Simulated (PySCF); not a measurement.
**Structure elucidation problem**

An unknown has the formula C$_{6}$H$_{12}$BP. Its calculated NMR data are:

1H NMR (300 MHz, computed): δ 2.85 (m, 1H), 2.67 (m, 2H), 2.41 (m, 1H), 2.34 (m, 2H), 2.28 (m, 2H), 2.08 (t, 1H), 0.94 (br, 3H).

13C{1H} NMR (computed): δ 71.3 (C), 65.0 (CH), 25.0 (CH2, 2C), 24.8 (CH2), 21.9 (CH2).

PySCF 2.14 calculation with KT3/pcSseg-1 with gauge-including orbitals and geometry: PBE0-D3(BJ)/def2-SVP; non-relativistic Hamiltonian, single conformer, equivalent nuclei averaged, no solvent.

Chemical shifts δ = σref − σ; 1H (σ = 31.32 ppm) and 13C (σ = 182.31 ppm) against TMS, all at this level.

Task: Propose a structure and justify it.

Result: 
5 carbon signals for 6 carbons: some carbons are equivalent by symmetry or fast rotation. Carbon types of the structure: 1 × C, 1 × CH, 4 × CH2, leaving 3 H on heteroatoms. δC 71.3: alkyne carbon; the triple bond shields along its axis, which puts it between sp3 and sp2 carbons. δC 65.0: terminal alkyne carbon; sp carbons lie upfield of alkene carbons because the cylindrical π system leaves one tensor component strongly shielded. δC 24.8: sp3 CH2 in a ring; aliphatic region, no heteroatom directly attached. δH 2.85, 2.41: hydrogen on an sp3 CH2 in a ring. δH 2.67: hydrogen on a propargylic sp3 CH2 bonded to P. δH 2.08: hydrogen on a terminal alkyne carbon; it lies on the axis of the triple bond, in its shielding cone. δH 0.94: hydrogen on a boron bonded to P.

These data were computed for `C1[P+]([BH3-])(CC#C)CC1`.

This is the structure that produced the data.

Hydrogens on boron are broadened and split by 11B (spin 3/2, 80 %) and 10B (spin 3). Splittings by 31P in the carbon and heteronuclear signals aren't shown, as no couplings were computed. Shifts are as computed, not scaled to solution data. Of 1309 compounds with measured shifts, 239 miss one by over three times the rms of a fit or turn the order of signals round; such compounds aren't used in these exercises. Multiplicities follow the n + 1 count of equivalent neighbours, as no J values were calculated; m marks all less simple cases, F and P coupling included.
